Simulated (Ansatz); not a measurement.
Frontier orbitals of CH5FO2SSi (`CS[Si](O)(O)F`).

Total charge 0; spin multiplicity 1. Geometry: relaxed with PBE0-D4/def2-TZVP. It is one conformer, not always the lowest. Basis def2-TZVPP, Ansatz.

Orbital energies of one run (eV). Highest occupied ones, from the top: -6.21, -7.85, -8.48, -8.55, -9.30, -9.42, -10.23, -10.65, -11.04, -11.10, -11.57, -12.79, -13.60, -14.81. Empty: -0.26, 0.26, 1.16, 1.86, 2.16, 2.33.

**Question.** Which functional gave them?
A. ωB97M-V
B. BHLYP
C. HSE06 (plane-wave form)
D. r2SCAN

**Answer.** D. HOMO energies: r2SCAN -6.21, HSE06 -6.80, BHLYP -8.32, ωB97M-V -9.42 eV.
